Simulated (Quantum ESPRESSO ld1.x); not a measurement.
Question: These are the eigenvalues of the occupied orbitals of an atom or ion with whole-number occupations (hartree). Method: scalar-relativistic Kohn-Sham, PBE, spin-unpolarised, spherical densities, point nucleus; computed with ld1.x of Quantum ESPRESSO 7.5.

1s: -263.837
2s: -36.9411
2p: -32.4784
3s: -9.41407
3p: -8.10104

Which element is it, and in what charge state? The configuration may be excited.

Answer: Z = 26, iron, charge +8: Fe8+ in [Ar]. The list shows which subshells hold electrons but not how many an open one holds; the 1s level, -263.84 hartree, gives Z - s = 23.0 by -(Z - s)^2/2, which with screening and relativity narrows Z to a few neighbours, and the depths of the outer levels then fix element, charge and occupations together.
